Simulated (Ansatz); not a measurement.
Molecule: C2H9ClSi2, charge 0, multiplicity 1. 
Coordinates optimised at B3LYP-D3(BJ)/def2-TZVP (Ansatz, a first-principles code):
SMILES: [SiH2]([SiH](C)C)Cl
```xyz
14

C     -1.6376     1.6539    -0.3761
Si    -0.9293     0.0330    -1.0087
C     -1.8436    -1.4411    -0.2874
Si     1.3277    -0.0996    -0.3901
Cl     1.3901    -0.0439     1.6987
H     -2.7001     1.7317    -0.6167
H     -1.1270     2.5106    -0.8191
H     -1.5291     1.7199     0.7081
H     -0.9997    -0.0050    -2.4953
H     -2.9080    -1.3911    -0.5272
H     -1.4527    -2.3817    -0.6789
H     -1.7407    -1.4590     0.7992
H      1.9881    -1.3595    -0.8065
H      2.1476     1.0360    -0.8751
```

Computed values are from Ansatz. Cores are frozen in the correlated levels unless marked. Open shells are spin-unrestricted. Spin-orbit coupling is left out. Non-relativistic. CBS marks a two-point X^-3 extrapolation of the correlation energy; Hartree-Fock from the larger set.

**Question.** What is the total energy at CCSD(T)/CBS(cc-pV(T+d)Z,cc-pV(Q+d)Z)?

**Answer.** -1119.5142 Eh.

**Question.** What is the dipole moment at CCSD(T)/aug-cc-pV(D+d)Z?

**Answer.** 1.80 D.

**Question.** What is the atomisation energy De at CCSD(T)/CBS(cc-pV(T+d)Z,cc-pV(Q+d)Z)?

**Answer.** 4855.6 kJ/mol.

**Question.** What is the T1 diagnostic at CCSD/cc-pV(Q+d)Z?

**Answer.** 0.010.
